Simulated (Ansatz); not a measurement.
ClGeH2N, SMILES `[NH2][Ge][Cl]`, relaxed with RKS PBE-D4/def2-SVP in Ansatz from a rough embedded geometry. The force threshold is 0.03 eV/Å; the program also tests the step.

Total charge 0; spin multiplicity 1.

Start:

```xyz
5

N     0.080   -0.939    0.101
Ge    1.151    0.518    0.043
Cl   -0.085    2.234   -0.270
H    -0.663   -0.778    0.901
H    -0.483   -1.035   -0.775
```

Question: How much energy does the relaxation release, and in how many steps? (An estimate is asked.)

Answer: Computed: 93.32 kJ/mol, in 14 steps.

Question: Which bonds change most? (An estimate is asked.)

Answer: The calculation gave: Ge2–Cl3 from 2.138 to 2.240 Å; N1–H4 from 1.103 to 1.025 Å; N1–Ge2 from 1.810 to 1.833 Å; N1–H5 from 1.046 to 1.025 Å.

Question: Give the relaxed structure. (An estimate is asked.)

Answer: Ansatz gave: 
```xyz
5

N    -0.134   -0.692   -0.044
Ge    1.170    0.534   -0.440
Cl    0.033    2.303    0.331
H    -1.032   -0.452    0.390
H    -0.037   -1.693   -0.237
```
